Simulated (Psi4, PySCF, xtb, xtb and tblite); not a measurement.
Relaxed torsion scan: SMILES C(=Cc1ccc[se]1)c1cccnc1 (C11H9NSe), singlet. Scanned: dihedral C2–C1–C8–C9; all other coordinates were relaxed at GFN2-xTB. Points at φ and −φ are mirror images.

Geometry of the scan point at 180° (Å):
```
22

C     -0.1356     0.5901     0.2707
C      0.6161    -0.4650    -0.0847
C      2.0392    -0.4295    -0.2245
C      2.8437    -1.4818    -0.5847
C      4.2220    -1.1959    -0.6529
C      4.5520     0.0871    -0.3499
Se     3.0750     1.1186     0.0746
C     -1.5701     0.6221     0.4315
C     -2.2010     1.8133     0.8095
C     -3.5733     1.8433     0.9644
C     -4.2876     0.6756     0.7366
N     -3.7122    -0.4612     0.3787
C     -2.4041    -0.4866     0.2319
H      0.3742     1.5322     0.4633
H      0.1623    -1.4257    -0.2886
H      2.4447    -2.4592    -0.8001
H      4.9543    -1.9380    -0.9240
H      5.5399     0.5110    -0.3412
H     -1.6087     2.7026     0.9778
H     -4.0803     2.7507     1.2552
H     -5.3636     0.6424     0.8435
H     -1.9970    -1.4449    -0.0613
```

Methods: GFN2-xTB (xtb and tblite); PBE0/def2-SVP // GFN2-xTB (Psi4); PBE0-D3(BJ)/def2-SVP // GFN2-xTB (Psi4); PBE/def2-SVP // GFN2-xTB (Psi4); PBE-D3(BJ)/def2-SVP // GFN2-xTB (Psi4); GFN1-xTB // GFN2-xTB (xtb); RKS-B3LYP/6-31G* = PySCF with restricted B3LYP/6-31G*, spherical d, density fitting // GFN2-xTB; RHF/STO-3G = restricted Hartree-Fock/STO-3G // GFN2-xTB (PySCF); RKS-LDA (SVWN5)/6-31G* = restricted LDA (SVWN5)/6-31G*, spherical d, density fitting // GFN2-xTB (PySCF).

Least-squares fit of E(φ) = a0 + Σ (a_n cos nφ + b_n sin nφ), n = 1 to 4, to the 12 scan points, in kJ/mol above the lowest point of each profile (levels whose profile four harmonics don't fit are not listed):

```tsv
method	a0	a1	b1	a2	b2	a3	b3	a4	b4	rms of fit
GFN2-xTB	7.83	0.16	0.00	-9.37	0.00	-0.03	0.00	1.76	0.00	0.06
PBE0/def2-SVP	10.13	-0.32	0.00	-11.14	0.00	-0.46	0.00	1.86	0.00	0.07
PBE0-D3(BJ)/def2-SVP	10.17	-0.30	0.00	-11.23	0.00	-0.49	0.00	1.92	0.00	0.09
PBE/def2-SVP	12.12	-0.36	0.00	-13.09	0.00	-0.47	0.00	1.97	0.00	0.16
PBE-D3(BJ)/def2-SVP	12.22	-0.34	0.00	-13.25	0.00	-0.51	0.00	2.06	0.00	0.18
GFN1-xTB	7.89	-0.15	0.00	-9.13	0.00	-0.11	0.00	1.51	0.00	0.06
RKS-B3LYP/6-31G*	9.66	-0.32	0.00	-10.95	0.00	-0.43	0.00	2.08	0.00	0.05
RHF/STO-3G	7.65	-0.16	0.00	-8.71	0.00	-0.37	0.00	1.45	0.00	0.11
RKS-LDA (SVWN5)/6-31G*	12.61	-0.27	0.00	-14.18	0.00	-0.59	0.00	2.54	0.00	0.17
```
